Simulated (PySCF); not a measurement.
Sn(H)(Cl)(OH)2 (ClH₃O₂Sn), SMILES [OH][SnH]([OH])[Cl]. Heavy atoms are numbered as in [SnH:1]([OH:2])([OH:3])[Cl:4]. Hydrogens are named by the atom that carries them.

Geometry optimised at B3LYP-D3(BJ)/def2-SVP. The def2 effective core potentials stand for the cores of Sn; spin–orbit coupling is left out. Other conformers were not sampled.

The numbers are results of PBE0/def2-TZVP in PySCF, not measurements.

ESP charges are fitted to the potential on shells at 1.4 to 2.0 van der Waals radii. Atomic charges (e), one atom of each kind:

| atom | Mulliken | ESP fit | Löwdin |
|---|---|---|---|
| Sn1 (SnH) | 1.06 | 0.72 | 0.39 |
| O2 (OH) | -0.67 | -0.62 | -0.33 |
| Cl4 | -0.37 | -0.26 | 0.00 |
| H on Sn1 | 0.00 | 0.01 | -0.04 |
| H on O2 | 0.33 | 0.39 | 0.17 |
